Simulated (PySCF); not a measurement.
C₃H₉BO, SMILES COB(C)C. Geometry optimised at PBE0-D3(BJ)/def2-SVP. The values are those of a single conformer.

Task: Give the equilibrium geometry at PBE0-D3(BJ)/def2-SVP (PySCF confirms it by a frequency run) as Cartesian coordinates in Å. (The exact figures need the calculation; the answer reports its results.)

Result: One answer among several that fit: 
```xyz
14

B      0.2757     0.3572     0.1803
C      1.3832     1.4628     0.0210
H      2.2108     1.2766     0.7273
H      0.9773     2.4516     0.2966
H      1.7937     1.5201    -0.9970
C     -0.4685     0.0843     1.5490
H     -0.3242    -0.9607     1.8749
H     -1.5591     0.2162     1.4376
H     -0.1306     0.7412     2.3626
O     -0.0220    -0.3698    -0.9309
C     -0.9848    -1.3888    -0.9471
H     -1.0217    -1.8152    -1.9599
H     -0.7387    -2.1984    -0.2394
H     -1.9893    -1.0087    -0.6950
```
Charge 0, spin multiplicity 1.
